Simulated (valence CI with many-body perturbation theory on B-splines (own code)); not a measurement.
**E1 line list for Gd XLIX**

Calculated by relativistic CI+MBPT: six valence electrons over a frozen Dirac-Fock core [Ne], a basis of 9 s, 9 p, 8 d, 6 f, 3 g, 1 h functions for each j, with the one-electron correlation potential Σ1, the two-electron term Σ2, the three-electron term Σ3, Breit, model QED; selected CI, second order for the rest, scaled by the run's own slope (own B-spline code, finite nucleus).

The last digits are not significant, and no measured levels were compared; by estimate large intervals hold to a few tenths of a per cent, small ones and those within an open d or f shell to about a per cent. Among the levels kept, up to 1100 cm⁻¹ of a level comes from second order outside the variational space, and about a tenth of that is noise between levels of different J, which matters for small intervals.

Lines 1 to 50 of 156 in falling wavelength, among levels below 454.21 eV, chosen from the strongest by gf and those to the six lowest levels. Wavelengths and rates use the calculated energies. Electric multipoles are in the length gauge with retardation, E1 and E2 with the static RPA response of the core. Weak lines are less certain than strong ones. Lines between different terms over intervals too small for the method are left out, as are lines whose strength nearly cancels. The highest levels of a list are the least certain.

Levels are named by their leading jj configuration (3d3/2^4 stands for four electrons in 3d with j = 3/2), which in mixed levels can hold well under half, so a name can repeat and another be missing. Letters in brackets count levels of one name in rising energy.

```
λ vac (nm)                               Upper                               Lower   A (s⁻¹)  log gf  Branch %
      1087          (3s^2 3p1/2^2 3d3/2^2) J=2  (3s^2 3p1/2 3p3/2^2 3d3/2) J=3 [b]  6.26e+01   -5.26       0.0
     749.2  (3s^2 3p1/2 3p3/2^2 3d5/2) J=3 [c]      (3s^2 3p1/2^2 3d3/2 3d5/2) J=3  8.36e+01   -5.31       0.0
     555.8      (3s^2 3p1/2^2 3d3/2 3d5/2) J=2  (3s^2 3p1/2 3p3/2^2 3d5/2) J=2 [c]  2.31e+02   -5.27       0.0
     315.8  (3s^2 3p1/2 3p3/2^2 3d5/2) J=3 [a]          (3s^2 3p1/2^2 3d3/2^2) J=2  4.89e+02   -5.29       0.0
     291.4  (3s^2 3p1/2 3p3/2^2 3d3/2) J=2 [c]          (3s^2 3p1/2^2 3d3/2^2) J=2  2.57e+03   -4.79       0.0
     246.9      (3s^2 3p1/2^2 3d3/2 3d5/2) J=1  (3s^2 3p1/2 3p3/2^2 3d5/2) J=2 [c]  1.88e+03   -5.29       0.0
     180.8  (3s^2 3p1/2 3p3/2^2 3d5/2) J=2 [c]      (3s^2 3p1/2^2 3d3/2 3d5/2) J=3  2.97e+03   -5.14       0.0
     166.8      (3s^2 3p1/2^2 3d3/2 3d5/2) J=2  (3s^2 3p1/2 3p3/2^2 3d5/2) J=3 [c]  9.34e+03   -4.71       0.0
     157.2      (3s^2 3p1/2^2 3d3/2 3d5/2) J=3  (3s^2 3p1/2 3p3/2^2 3d5/2) J=3 [b]  2.41e+03   -5.21       0.0
     119.8      (3s^2 3p1/2^2 3d3/2 3d5/2) J=2  (3s^2 3p1/2 3p3/2^2 3d5/2) J=1 [b]  1.01e+04   -4.96       0.0
     106.7          (3s^2 3p1/2^2 3d3/2^2) J=0  (3s^2 3p1/2 3p3/2^2 3d3/2) J=1 [b]  2.53e+05   -4.36       0.0
     94.39      (3s^2 3p1/2^2 3d3/2 3d5/2) J=1  (3s^2 3p1/2 3p3/2^2 3d5/2) J=1 [b]  8.20e+04   -4.48       0.0
     89.33      (3s^2 3p1/2^2 3p3/2 3d3/2) J=2            (3s^2 3p1/2 3p3/2^3) J=2  1.03e+05   -4.21       0.0
     86.88      (3s^2 3p1/2^2 3d3/2 3d5/2) J=2  (3s^2 3p1/2 3p3/2^2 3d5/2) J=2 [b]  5.80e+04   -4.48       0.0
     73.03      (3s^2 3p1/2^2 3d3/2 3d5/2) J=2  (3s^2 3p1/2 3p3/2^2 3d5/2) J=3 [b]  4.78e+04   -4.72       0.0
     72.67      (3s^2 3p1/2^2 3d3/2 3d5/2) J=1  (3s^2 3p1/2 3p3/2^2 3d5/2) J=2 [b]  8.00e+04   -4.72       0.0
     61.55      (3s^2 3p1/2^2 3p3/2 3d3/2) J=1            (3s^2 3p1/2 3p3/2^3) J=2  1.23e+06   -3.68       0.0
     59.25                  (3s^2 3p3/2^4) J=0            (3s 3p1/2^2 3p3/2^3) J=1  2.57e+06   -3.87       1.8
     58.92      (3s^2 3p1/2^2 3p3/2 3d3/2) J=3            (3s^2 3p1/2 3p3/2^3) J=2  2.52e+04   -5.04       0.0
     55.97      (3s^2 3p1/2^2 3p3/2 3d3/2) J=2            (3s^2 3p1/2 3p3/2^3) J=1  4.10e+04   -5.02       0.0
     43.63      (3s^2 3p1/2^2 3p3/2 3d3/2) J=1            (3s^2 3p1/2 3p3/2^3) J=1  3.57e+05   -4.51       0.0
     42.62      (3s^2 3p1/2^2 3p3/2 3d3/2) J=0            (3s^2 3p1/2 3p3/2^3) J=1  9.00e+05   -4.61     100.0
     40.20          (3s^2 3p1/2^2 3d3/2^2) J=2  (3s^2 3p1/2 3p3/2^2 3d3/2) J=3 [a]  2.88e+06   -3.46       0.0
     39.19      (3s^2 3p1/2^2 3d3/2 3d5/2) J=3  (3s^2 3p1/2 3p3/2^2 3d5/2) J=4 [b]  2.50e+06   -3.39       0.0
     33.14          (3s^2 3p1/2^2 3d3/2^2) J=2  (3s^2 3p1/2 3p3/2^2 3d3/2) J=2 [a]  2.73e+05   -4.65       0.0
     32.63      (3s^2 3p1/2^2 3d3/2 3d5/2) J=1  (3s^2 3p1/2 3p3/2^2 3d3/2) J=1 [c]  6.71e+05   -4.49       0.0
     31.04      (3s^2 3p1/2^2 3d3/2 3d5/2) J=2  (3s^2 3p1/2 3p3/2^2 3d5/2) J=1 [a]  8.00e+05   -4.24       0.0
     30.62  (3s^2 3p1/2 3p3/2^2 3d5/2) J=2 [b]          (3s^2 3p1/2^2 3d3/2^2) J=2  1.31e+05   -5.04       0.0
     29.97      (3s^2 3p1/2^2 3d3/2 3d5/2) J=1      (3s^2 3p1/2 3p3/2^2 3d5/2) J=0  2.26e+06   -4.04       0.0
     29.94      (3s^2 3p1/2^2 3d3/2 3d5/2) J=3  (3s^2 3p1/2 3p3/2^2 3d3/2) J=2 [c]  2.06e+06   -3.71       0.0
     29.70      (3s^2 3p1/2^2 3d3/2 3d5/2) J=3  (3s^2 3p1/2 3p3/2^2 3d5/2) J=3 [a]  1.17e+06   -3.97       0.0
     29.60      (3s^2 3p1/2^2 3d3/2 3d5/2) J=3  (3s^2 3p1/2 3p3/2^2 3d5/2) J=4 [a]  6.05e+04   -5.25       0.0
     29.01      (3s^2 3p1/2^2 3d3/2 3d5/2) J=1  (3s^2 3p1/2 3p3/2^2 3d5/2) J=1 [a]  6.42e+05   -4.61       0.0
     27.74  (3s^2 3p1/2 3p3/2^2 3d3/2) J=1 [b]                  (3s^2 3p3/2^4) J=0  1.52e+06   -4.28       0.0
     26.20  (3s^2 3p1/2 3p3/2^2 3d5/2) J=3 [c]          (3s^2 3p1/2^2 3d3/2^2) J=2  1.10e+06   -4.10       0.0
     26.01      (3s^2 3p1/2^2 3d3/2 3d5/2) J=2  (3s^2 3p1/2 3p3/2^2 3d3/2) J=1 [b]  3.45e+06   -3.76       0.0
     24.57      (3s^2 3p1/2^2 3d3/2 3d5/2) J=1  (3s^2 3p1/2 3p3/2^2 3d3/2) J=1 [b]  5.65e+06   -3.81       0.0
     24.55      (3s^2 3p1/2^2 3d3/2 3d5/2) J=2  (3s^2 3p1/2 3p3/2^2 3d3/2) J=2 [c]  5.11e+06   -3.64       0.0
     24.39      (3s^2 3p1/2^2 3d3/2 3d5/2) J=2  (3s^2 3p1/2 3p3/2^2 3d5/2) J=3 [a]  4.59e+05   -4.69       0.0
     23.65  (3s^2 3p1/2 3p3/2^2 3d5/2) J=1 [a]                  (3s^2 3p3/2^4) J=0  1.55e+07   -3.41       0.0
     23.27      (3s^2 3p1/2^2 3d3/2 3d5/2) J=1  (3s^2 3p1/2 3p3/2^2 3d3/2) J=2 [c]  2.20e+06   -4.27       0.0
     22.70          (3s^2 3p1/2^2 3d3/2^2) J=0  (3s^2 3p1/2 3p3/2^2 3d3/2) J=1 [a]  1.24e+07   -4.02       0.1
     21.69  (3s^2 3p1/2 3p3/2^2 3d3/2) J=1 [c]                  (3s^2 3p3/2^4) J=0  5.36e+06   -3.95       0.0
     21.15      (3s^2 3p1/2^2 3d3/2 3d5/2) J=3  (3s^2 3p1/2 3p3/2^2 3d3/2) J=2 [b]  1.70e+06   -4.10       0.0
     20.35      (3s^2 3p1/2^2 3p3/2 3d5/2) J=2            (3s^2 3p1/2 3p3/2^3) J=2  2.04e+07   -3.20       0.0
     18.31      (3s^2 3p1/2^2 3d3/2 3d5/2) J=2  (3s^2 3p1/2 3p3/2^2 3d3/2) J=2 [b]  1.37e+06   -4.46       0.0
     18.01      (3s^2 3p1/2^2 3d3/2 3d5/2) J=3      (3s^2 3p1/2 3p3/2^2 3d3/2) J=4  9.69e+06   -3.48       0.0
     17.91      (3s^2 3p1/2^2 3p3/2 3d5/2) J=2            (3s^2 3p1/2 3p3/2^3) J=1  2.49e+07   -3.22       0.1
     17.59      (3s^2 3p1/2^2 3d3/2 3d5/2) J=1  (3s^2 3p1/2 3p3/2^2 3d3/2) J=2 [b]  8.85e+05   -4.91       0.0
     16.31          (3s^2 3p1/2^2 3d3/2^2) J=2            (3s 3p1/2^2 3p3/2^3) J=2  1.76e+06   -4.45       0.0
```
